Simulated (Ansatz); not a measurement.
CH$_{3}$BClN, relaxed with RKS PBE-D4/def2-SVP in Ansatz 0.2.0 from a rough embedded geometry. The force threshold is 0.03 eV/Å; the program also tests the step.

Charge 0, multiplicity 1. The bonds changed during the relaxation, so this is another structure than the one it started from.

Start:

```xyz
7

B    -0.763   -0.804    0.207
C     0.341    0.186   -0.001
N     0.063    1.304   -0.499
Cl    2.009   -0.197    0.374
H    -0.533   -1.914    0.711
H    -1.923   -0.611   -0.075
H     0.805    2.037   -0.717
```

| step | energy (eV) | largest force (eV/Å) | largest move (Å) |
| --- | --- | --- | --- |
| 1 | -15757.4732 | 2.404 | 0.000 |
| 2 | -15757.6955 | 0.971 | 0.062 |
| 3 | -15757.7024 | 0.825 | 0.096 |
| 4 | -15757.7572 | 0.280 | 0.055 |
| 5 | -15757.7599 | 0.097 | 0.023 |
| 6 | -15757.7618 | 0.045 | 0.011 |
| 7 | -15757.7624 | 0.068 | 0.032 |
| 8 | -15757.7664 | 0.219 | 0.159 |
| 9 (rejected) | -15757.7585 | 0.560 | 0.195 |
| 10 | -15757.7799 | 0.179 | 0.098 |
| 11 | -15757.7953 | 0.168 | 0.097 |
| 13 (rejected) | -15757.7850 | 0.726 | 0.197 |
| 15 | -15757.8528 | 0.236 | 0.098 |
| 17 | -15757.9191 | 0.551 | 0.150 |
| 19 | -15758.0452 | 2.031 | 0.192 |
| 21 | -15758.3115 | 2.149 | 0.154 |
| 23 | -15758.5848 | 1.035 | 0.103 |
| 25 | -15758.7828 | 0.775 | 0.090 |
| 27 | -15758.9127 | 0.432 | 0.200 |
| 29 | -15758.9276 | 0.102 | 0.047 |
| 30 | -15758.9286 | 0.014 | 0.021 |

End:

```xyz
7

B    -0.266   -0.940    0.124
C     0.022    0.580   -0.038
N     0.249    1.726   -0.162
Cl    1.330   -1.817   -0.283
H    -0.628   -1.073    1.293
H    -1.185   -1.179   -0.660
H     0.479    2.703   -0.274
```

Run time 21 s (2 threads of a server CPU on a shared host); peak host memory 0.17 GiB.
